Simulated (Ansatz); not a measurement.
Cost and result for the atomization energy of `C[SiH2][SiH2][AlH2]` (13 atoms, 12 bonds).

```json
{"atom": "C1", "x (Å)": "-0.056", "y (Å)": "1.241", "z (Å)": "-1.630"}
{"atom": "Si2", "x (Å)": "1.031", "y (Å)": "0.931", "z (Å)": "-0.132"}
{"atom": "Si3", "x (Å)": "0.653", "y (Å)": "-1.216", "z (Å)": "0.733"}
{"atom": "Al4", "x (Å)": "-1.660", "y (Å)": "-1.391", "z (Å)": "1.504"}
{"atom": "H5", "x (Å)": "0.164", "y (Å)": "0.520", "z (Å)": "-2.421"}
{"atom": "H6", "x (Å)": "0.109", "y (Å)": "2.245", "z (Å)": "-2.028"}
{"atom": "H7", "x (Å)": "-1.114", "y (Å)": "1.146", "z (Å)": "-1.375"}
{"atom": "H8", "x (Å)": "0.725", "y (Å)": "1.934", "z (Å)": "0.931"}
{"atom": "H9", "x (Å)": "2.466", "y (Å)": "1.100", "z (Å)": "-0.496"}
{"atom": "H10", "x (Å)": "0.904", "y (Å)": "-2.186", "z (Å)": "-0.377"}
{"atom": "H11", "x (Å)": "1.646", "y (Å)": "-1.500", "z (Å)": "1.810"}
{"atom": "H12", "x (Å)": "-2.032", "y (Å)": "-1.489", "z (Å)": "3.046"}
{"atom": "H13", "x (Å)": "-2.837", "y (Å)": "-1.336", "z (Å)": "0.435"}
```

Charge 0, multiplicity 1. All single points use the PBE0-D4/def2-TZVP geometry. It is one conformer, not always the lowest. Program: Ansatz. All runs use 4 threads of an Arm Neoverse V1 on a shared host. Times are those of one run each, without the atoms' runs, and a repeat can differ threefold. Electronic energies, without spin–orbit coupling; frozen cores. CCSD(T)/CBS adds CCSD(T) − MP2 in def2-TZVPP to the MP2 limit, and its time is that of the two runs behind it. T1 = 0.012. B3LYP takes the VWN-RPA correlation (the form of Gaussian; ORCA's B3LYP/G).

CCSD(T)/CBS is a level of theory with its own doubt, some kJ/mol a heavy atom from the limit and from the frozen cores, so smaller differences don't rank the functionals.

| level | functions | wall time |
| --- | --- | --- |
| PBE-D4/def2-TZVPP (with forces) | 283 | 3.1 s |
| PBE0-D4/def2-TZVPP | 283 | 4 s |
| r2SCAN-D4/def2-TZVPP (with forces) | 283 | 6 s |
| B3LYP-D4/def2-TZVPP (with forces) | 283 | 6.5 s |
| B2PLYP/def2-TZVPP | 283 | 6.5 s |
| ωB97X-V/def2-TZVPP | 283 | 10 s |
| ωB97M-V/def2-TZVPP (with forces) | 283 | 15 s |
| MP2/def2-QZVPP | 537 | 26 s |
| CCSD(T)/def2-TZVPP | 283 | 2 min |
| CCSD(T)/CBS(def2) | – | 2.4 min |

What atomization energy does each give, and how far from CCSD(T)/CBS? (Estimate.)

Ansatz gave: 
```csv
level,atomization (kJ/mol),difference from CCSD(T)/CBS,per bond
PBE-D4/def2-TZVPP (with forces),3916.1,-34.9,-2.9
PBE0-D4/def2-TZVPP,3913.1,-37.9,-3.2
r2SCAN-D4/def2-TZVPP (with forces),3950.9,-0.1,0.0
B3LYP-D4/def2-TZVPP (with forces),3941.7,-9.3,-0.8
B2PLYP/def2-TZVPP,3884.0,-67.0,-5.6
ωB97X-V/def2-TZVPP,3976.9,25.9,2.2
ωB97M-V/def2-TZVPP (with forces),3942.9,-8.1,-0.7
MP2/def2-QZVPP,3878.0,-73.0,-6.1
CCSD(T)/def2-TZVPP,3859.0,-92.0,-7.7
CCSD(T)/CBS(def2),3951.0,0.0,0.0
```

In def2-TZVPP, CCSD(T) changes the Hartree–Fock value by +827.2 kJ/mol (the triples alone add +33.4 kJ/mol) and MP2 by +791.7 kJ/mol; breaking electron pairs costs correlation energy, which Hartree–Fock lacks. The D4 term adds +44.9 kJ/mol with B3LYP and +24.0 kJ/mol with PBE0; it sums over pairs of atoms, weighted by their polarisabilities, and B3LYP, whose exchange is more repulsive, gets the larger term.
